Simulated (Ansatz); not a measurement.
Frontier orbitals of CH6BGaZn (`B[CH2][Zn][GaH2]`).

Total charge 0; spin multiplicity 1. For Zn the d shell is correlated and the shells below it are frozen. Correlated methods include outer-core shells of Ga, which these sets cover unevenly. Scalar relativity is left out up to krypton. Geometry: relaxed with PBE0-D4/def2-TZVP. It is one conformer, not always the lowest. Basis def2-TZVPP, Ansatz.

| functional | HOMO (eV) | LUMO (eV) | gap (eV) |
| --- | --- | --- | --- |
| PBE | -5.93 | -3.36 | 2.57 |
| revPBE | -5.86 | -3.24 | 2.62 |
| PBE0 | -6.83 | -2.57 | 4.26 |
| r2SCANh | -6.46 | -2.88 | 3.58 |
| ωB97X-V | -8.94 | -0.69 | 8.25 |
| ωB97M-V | -8.81 | -0.89 | 7.92 |

Against PBE, PBE0 changes HOMO and LUMO by −0.91 and +0.78 eV, ωB97M-V by −2.88 and +2.47 eV. A gap of 2.57 eV thus becomes 7.92 eV for the same molecule, so an orbital gap means little without its functional.
